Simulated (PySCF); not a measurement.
**Field gradients at the hydrogen positions**

Species: C7H11FSi.
Cartesian coordinates in Å at the GFN2-xTB level; atoms count from 1:
```
atom  x, y, z in Å
C1     2.0376    0.0584   -2.3827
C2     1.9999   -0.0386   -1.1905
C3     1.9315   -0.1642    0.2490
C4     0.5334   -0.5926    0.7175
C5     0.5125   -0.6854    2.2426
Si6   -0.7906    0.6013    0.0586
C7    -1.7250    0.1980   -1.5285
C8    -2.5341   -0.0809   -0.2585
F9    -3.6239    0.7397   -0.0829
H10    2.0809    0.1486   -3.4266
H11    2.1918    0.7984    0.6999
H12    2.6741   -0.8988    0.5784
H13    0.3375   -1.5902    0.3091
H14    0.7150    0.2859    2.6903
H15    1.2708   -1.3838    2.5964
H16   -0.4575   -1.0268    2.5956
H17   -0.7093    1.9938    0.4682
H18   -1.4837   -0.6658   -2.1310
H19   -2.1133    1.0073   -2.1288
H20   -2.8528   -1.1031   -0.0791
```

Level: PBE0/pcSseg-1 (PySCF, non-relativistic); Q(2H) = 0.00286 b; rigid geometry, the same for H and D, with no vibrational averaging.

**Question.** Rank these positions by the coupling χzz of a deuteron there, largest first.
A. H12 (methylene hydrogen)
B. H18 (methylene hydrogen)
C. H17 (Si–H hydrogen)
D. H10 (alkyne hydrogen)
E. H14 (methyl hydrogen)

**Answer.** D (267 kHz), B (226 kHz), E (209 kHz), A (199 kHz), C (115 kHz).

**Question.** Tabulate Vzz, the asymmetry η and χzz = 234.96 MHz × Q × Vzz for every hydrogen position.

**Answer.** 
```json
{"atom": "H10", "bonded to": "C1", "bond length (Å)": "1.049", "Vzz (au)": "0.3979", "η": "0.00", "χzz (kHz)": "267"}
{"atom": "H11", "bonded to": "C3", "bond length (Å)": "1.094", "Vzz (au)": "0.2965", "η": "0.02", "χzz (kHz)": "199"}
{"atom": "H12", "bonded to": "C3", "bond length (Å)": "1.095", "Vzz (au)": "0.2963", "η": "0.02", "χzz (kHz)": "199"}
{"atom": "H13", "bonded to": "C4", "bond length (Å)": "1.096", "Vzz (au)": "0.2980", "η": "0.02", "χzz (kHz)": "200"}
{"atom": "H14", "bonded to": "C5", "bond length (Å)": "1.089", "Vzz (au)": "0.3116", "η": "0.03", "χzz (kHz)": "209"}
{"atom": "H15", "bonded to": "C5", "bond length (Å)": "1.090", "Vzz (au)": "0.3105", "η": "0.02", "χzz (kHz)": "209"}
{"atom": "H16", "bonded to": "C5", "bond length (Å)": "1.087", "Vzz (au)": "0.3140", "η": "0.02", "χzz (kHz)": "211"}
{"atom": "H17", "bonded to": "Si6", "bond length (Å)": "1.454", "Vzz (au)": "0.1717", "η": "0.07", "χzz (kHz)": "115"}
{"atom": "H18", "bonded to": "C7", "bond length (Å)": "1.080", "Vzz (au)": "0.3368", "η": "0.07", "χzz (kHz)": "226"}
{"atom": "H19", "bonded to": "C7", "bond length (Å)": "1.080", "Vzz (au)": "0.3380", "η": "0.07", "χzz (kHz)": "227"}
{"atom": "H20", "bonded to": "C8", "bond length (Å)": "1.086", "Vzz (au)": "0.3156", "η": "0.14", "χzz (kHz)": "212"}
```

**Question.** Average by the element that carries the hydrogen.

**Answer.** on C: 216 kHz over 10 positions, mean bond length 1.085 Å; on Si: 115 kHz over 1 position, mean bond length 1.454 Å.

**Question.** How does χzz go with the bond length over the 10 C–H bonds?

**Answer.** A straight-line fit has a slope of -14.8 kHz for each 0.01 Å, with a correlation coefficient of -0.99, over lengths from 1.049 to 1.096 Å. The longer bonds have the smaller couplings here.

**Question.** A static deuteron (I = 1) shows a doublet split by (3/2)χ, (3/4)χ(1 + η) and (3/4)χ(1 − η) with the field along z, y and x of the gradient. What are these for H16?

**Answer.** With |χ| = 211.0 kHz and η = 0.020: 316, 161 and 155 kHz, to first order and without motion.

Geometry: GFN2-xTB, one conformer, isolated molecule. GFN2-xTB bond lengths can be off by several hundredths of an ångström, more for odd bonds, and the gradients follow them. The small basis limits the accuracy of the gradients.
